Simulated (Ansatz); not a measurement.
Cost and result for the atomization energy of C₂H₉BOSi, SMILES `BCOC[SiH3]` (14 atoms, 13 bonds).

Z-matrix (Å, degrees):
```
C
O 1 1.404
B 1 1.546 2 114.6
H 1 1.108 2 111.8 3 122.2
H 1 1.109 2 110.9 3 -122.9
C 2 1.413 1 113.7 3 -179.9
H 3 1.197 1 117.5 2 -178.6
H 3 1.194 1 122.2 2 1.7
Si 6 1.900 2 114.2 1 79.5
H 6 1.095 2 106.7 1 -161.5
H 6 1.101 2 110.9 1 -46.0
H 9 1.488 6 112.1 2 -61.8
H 9 1.486 6 109.8 2 58.9
H 9 1.488 6 108.5 2 178.5
```

Charge 0, multiplicity 1. All single points use the PBE0-D4/def2-TZVP geometry. It is one conformer, not always the lowest. Program: Ansatz. All runs use 4 threads of an Arm Neoverse V1 on a shared host. Times are those of one run each, without the atoms' runs, and a repeat can differ threefold. Electronic energies, without spin–orbit coupling; frozen cores. CCSD(T)/CBS adds CCSD(T) − MP2 in def2-TZVPP to the MP2 limit, and its time is that of the two runs behind it. T1 = 0.012.

CCSD(T)/CBS is a level of theory with its own doubt, some kJ/mol a heavy atom from the limit and from the frozen cores, so smaller differences don't rank the functionals.

```
                           level  functions  wall time
          LDA (SPW92)/def2-TZVPP        292      1.5 s
            revPBE-D4/def2-TZVPP        292      2.4 s
              BLYP-D4/def2-TZVPP        292      2.6 s
 PBE-D4/def2-TZVPP (with forces)        292      3.1 s
             BHLYP-D4/def2-TZVPP        292      3.5 s
         CAM-B3LYP-D4/def2-TZVPP        292      4.2 s
               B2PLYP/def2-TZVPP        292      6.5 s
             PBE-QIDH/def2-TZVPP        292        7 s
                CCSD(T)/def2-SVP        119      7.5 s
ωB97M-V/def2-TZVPP (with forces)        292       14 s
                  MP2/def2-QZVPP        568       38 s
              CCSD(T)/def2-TZVPP        292    4.6 min
               CCSD(T)/CBS(def2)          –    5.3 min
```

(1) What atomization energy does each give, and how far from CCSD(T)/CBS? (Best estimate.)

Answers

(1) The calculation gave: 
```json
{"level": "LDA (SPW92)/def2-TZVPP", "atomization (kcal/mol)": "1330.3", "difference from CCSD(T)/CBS": "158.6", "per bond": "12.2"}
{"level": "revPBE-D4/def2-TZVPP", "atomization (kcal/mol)": "1163.0", "difference from CCSD(T)/CBS": "-8.7", "per bond": "-0.7"}
{"level": "BLYP-D4/def2-TZVPP", "atomization (kcal/mol)": "1170.2", "difference from CCSD(T)/CBS": "-1.5", "per bond": "-0.1"}
{"level": "PBE-D4/def2-TZVPP (with forces)", "atomization (kcal/mol)": "1187.5", "difference from CCSD(T)/CBS": "15.8", "per bond": "1.2"}
{"level": "BHLYP-D4/def2-TZVPP", "atomization (kcal/mol)": "1151.0", "difference from CCSD(T)/CBS": "-20.7", "per bond": "-1.6"}
{"level": "CAM-B3LYP-D4/def2-TZVPP", "atomization (kcal/mol)": "1182.5", "difference from CCSD(T)/CBS": "10.8", "per bond": "0.8"}
{"level": "B2PLYP/def2-TZVPP", "atomization (kcal/mol)": "1162.1", "difference from CCSD(T)/CBS": "-9.6", "per bond": "-0.7"}
{"level": "PBE-QIDH/def2-TZVPP", "atomization (kcal/mol)": "1165.5", "difference from CCSD(T)/CBS": "-6.2", "per bond": "-0.5"}
{"level": "CCSD(T)/def2-SVP", "atomization (kcal/mol)": "1115.1", "difference from CCSD(T)/CBS": "-56.6", "per bond": "-4.4"}
{"level": "ωB97M-V/def2-TZVPP (with forces)", "atomization (kcal/mol)": "1178.1", "difference from CCSD(T)/CBS": "6.4", "per bond": "0.5"}
{"level": "MP2/def2-QZVPP", "atomization (kcal/mol)": "1169.9", "difference from CCSD(T)/CBS": "-1.8", "per bond": "-0.1"}
{"level": "CCSD(T)/def2-TZVPP", "atomization (kcal/mol)": "1144.8", "difference from CCSD(T)/CBS": "-26.9", "per bond": "-2.1"}
{"level": "CCSD(T)/CBS(def2)", "atomization (kcal/mol)": "1171.7", "difference from CCSD(T)/CBS": "0.0", "per bond": "0.0"}
```

The D4 term adds +9.7 kcal/mol with B3LYP and +5.1 kcal/mol with PBE0; it sums over pairs of atoms, weighted by their polarisabilities, and B3LYP, whose exchange is more repulsive, gets the larger term. From PBE to PBE0 (25 % exact exchange), in def2-TZVPP and without D4, the atomization energy moves by −13.2 kcal/mol: exact exchange takes away binding that semilocal exchange gives to molecules. In def2-TZVPP, CCSD(T) changes the Hartree–Fock value by +265.6 kcal/mol (the triples alone add +13.4 kcal/mol) and MP2 by +274.8 kcal/mol; breaking electron pairs costs correlation energy, which Hartree–Fock lacks.

B3LYP here is the variant with VWN-RPA as its local correlation; programs differ in this.
